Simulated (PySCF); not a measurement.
**P (phosphorus, neutral) across methods**

[Ne] 3s1 3p4, high-spin 4P determinant (an excited configuration). Calculation: PySCF 2.14, in aug-cc-pwCVTZ (8s7p5d3f, 75 functions); the non-relativistic Hamiltonian (point nucleus).

```csv
method,E (hartree),mean ε 3s α (eV),mean ε 3p α (eV),mean ε 3p β (eV),Σ⟨r²⟩ (bohr²),⟨S²⟩
B97-3,-340.9252,-17.947,-8.199,-5.524,31.90,3.761
PBEsol,-340.2372,-15.625,-6.946,-4.672,32.01,3.758
UHF,-340.42645,-24.392,-11.879,-6.488,33.04,3.797
LDA,-339.7086,-15.659,-7.013,-4.754,32.15,3.758
PBE0,-340.8488,-17.937,-8.285,-5.541,31.85,3.760
r2SCAN,-340.9669,-16.698,-7.458,-4.768,31.91,3.768
PW91,-340.9671,-15.708,-7.005,-4.799,31.94,3.757
TPSSh,-340.9972,-16.884,-7.603,-5.094,31.76,3.759
```

(1) Estimate the same row for PBE.

## Answers

(1) E (hartree) = -340.8214; mean ε 3s α (eV) = -15.671; mean ε 3p α (eV) = -6.973; mean ε 3p β (eV) = -4.775; Σ⟨r²⟩ (bohr²) = 31.96; ⟨S²⟩ = 3.757.
